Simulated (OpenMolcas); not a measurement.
Ir5+ (d4) in a complex was computed by CASSCF with the d shell active (OpenMolcas, ANO-RCC-VTZP on the metal). Its lowest spin-free states, and all those of the highest spin:

```
2S+1  Degeneracy  E (cm-1)
   3           3       0.0
   1           3      8359
   1           2      9885
   1           1     20080
   5           2     22179
   3           2     36022
   3           3     37312
   3           3     37951
   3           1     39115
   3           1     40448
   3           2     41451
   1           3     43710
   5           3     61477
```

Q: Is the site octahedral, tetrahedral or cube-like, axial, or of lower symmetry?

A: The states with 2S+1 = 5 have orbital degeneracies 2, 3. Threefold states need a cubic site. For d4 at this spin an octahedron puts the twofold E below the threefold T2 and a tetrahedron or cube puts the threefold T2 below the twofold E, so the site is octahedral. The first gap at this spin, 39300 cm-1, is |10Dq| in ligand-field theory. The run had Ir5+ with 6 ligands (fluoride) in octahedral coordination (Oh) at 1.88 Å. A charge of +0.167 e stands 2.6 Å behind each ligand. Ligand basis ANO-RCC-VDZP.

Without dynamic correlation the repulsion within the d shell is too large (B by tens of per cent), so at a given field states of lower spin stand too high. The least metal-like active orbital is 67 % on the metal (Löwdin) and no ligand orbital is active, so the numbers are rough, and ground spin, moment and any spin crossover can be artefacts of this space; highly charged d ions in such sites are as a rule low spin. With metal d orbitals alone the field can be off either way by tens of per cent. Ligand-to-metal charge-transfer states are missing. With no ligand orbital active B as a rule stays too high, so bands that hang on it stand too high and its fall with covalency is understated. No measured value stands beside these numbers; the geometry is a model, was not optimised and need not be the one that this ion takes.
